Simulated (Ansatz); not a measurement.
Calculated with Ansatz (gas phase, PBE0-D4/def2-TZVP geometries, no zero-point term in ΔE). CCSD(T)/CBS is the MP2 limit (def2-TZVPP, def2-QZVPP) plus CCSD(T) − MP2 in def2-TZVPP, frozen cores. Functionals use def2-TZVPP. B3LYP here is the variant with VWN-RPA as its local correlation; programs differ in this. For Br outer-core shells are correlated without core-valence functions, which leaves a few kJ/mol of doubt a bond. Scalar relativity is left out up to krypton. One conformer a species, not always the lowest.

`CO[SiH2][SiH2]O` + `ClC[SiH2]Br` → `O[SiH2][SiH2]CCl` + `CO[SiH2]Br`  (redistribution)

```
             level  ΔE (kcal/mol)  difference from CCSD(T)/CBS
            PBE-D4           -4.0                          0.1
           PBE0-D4           -4.0                          0.1
          B3LYP-D4           -4.0                          0.1
           ωB97X-V           -3.8                          0.3
            B2PLYP           -4.0                          0.1
   CCSD/def2-TZVPP           -4.2                         -0.1
SCS-MP2/def2-QZVPP           -4.1                          0.0
      HF/CBS(def2)           -4.5                         -0.4
     MP2/CBS(def2)           -4.1                          0.0
    CCSD/CBS(def2)           -4.1                          0.0
       CCSD(T)/CBS           -4.1                            0
```

Largest T1 diagnostic among the species: 0.012.

CCSD(T)/CBS has its own doubt, a few kJ/mol and more with outer-core shells, so smaller differences from it don't rank the levels.
